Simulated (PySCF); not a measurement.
C7H5N3S. Atoms are numbered in the order given.

```xyz
16

C     -0.1152    -3.3780     0.0000
C      1.1389    -2.7608     0.0000
N      1.2848    -1.4377     0.0000
C      0.1605    -0.7116     0.0000
C      0.2758     0.7559     0.0000
N      1.3839     1.4443     0.0000
C      1.1327     2.7844     0.0000
C     -0.1973     3.1384     0.0000
S     -1.1891     1.7285     0.0000
N     -1.0896    -1.2014     0.0000
C     -1.2216    -2.5252     0.0000
H     -0.2240    -4.4636     0.0000
H      2.0591    -3.3571     0.0000
H      1.9643     3.4915     0.0000
H     -0.6267     4.1388     0.0000
H     -2.2436    -2.9215     0.0000
```

Geometry: B3LYP-D3(BJ)/def2-SVP. Other conformers were not sampled.

The numbers are results of PBE0/pcSseg-1 (PySCF), not measurements.

GIAO shieldings, no solvent; atoms listed in one row are averaged. δ = σ(ref) − σ: ¹³C against TMS (σ = 186.3 ppm); ¹⁵N against NH3 (σ = 267.4 ppm); ³³S against H2S (σ = 716.7 ppm); ¹H against TMS (σ = 31.56 ppm), references at their B3LYP-D3(BJ)/def2-TZVP geometries, non-relativistic.

Q: Estimate the chemical shifts. (Estimate from the structure and the level; the computed values follow.)

A: 
```json
[
 {"nucleus": "¹³C", "atoms": "C5", "count": "1", "δ (ppm)": "176.5"},
 {"nucleus": "¹³C", "atoms": "C4", "count": "1", "δ (ppm)": "167.9"},
 {"nucleus": "¹³C", "atoms": "C2", "count": "1", "δ (ppm)": "166.9"},
 {"nucleus": "¹³C", "atoms": "C11", "count": "1", "δ (ppm)": "165.2"},
 {"nucleus": "¹³C", "atoms": "C7", "count": "1", "δ (ppm)": "152.2"},
 {"nucleus": "¹³C", "atoms": "C8", "count": "1", "δ (ppm)": "135.9"},
 {"nucleus": "¹³C", "atoms": "C1", "count": "1", "δ (ppm)": "127.5"},
 {"nucleus": "¹⁵N", "atoms": "N6", "count": "1", "δ (ppm)": "379.9"},
 {"nucleus": "¹⁵N", "atoms": "N3", "count": "1", "δ (ppm)": "337.2"},
 {"nucleus": "¹⁵N", "atoms": "N10", "count": "1", "δ (ppm)": "330.7"},
 {"nucleus": "³³S", "atoms": "S9", "count": "1", "δ (ppm)": "519.8"},
 {"nucleus": "¹H", "atoms": "H13", "count": "1", "δ (ppm)": "9.34"},
 {"nucleus": "¹H", "atoms": "H16", "count": "1", "δ (ppm)": "9.15"},
 {"nucleus": "¹H", "atoms": "H14", "count": "1", "δ (ppm)": "8.41"},
 {"nucleus": "¹H", "atoms": "H15", "count": "1", "δ (ppm)": "7.68"},
 {"nucleus": "¹H", "atoms": "H12", "count": "1", "δ (ppm)": "7.32"}
]
```
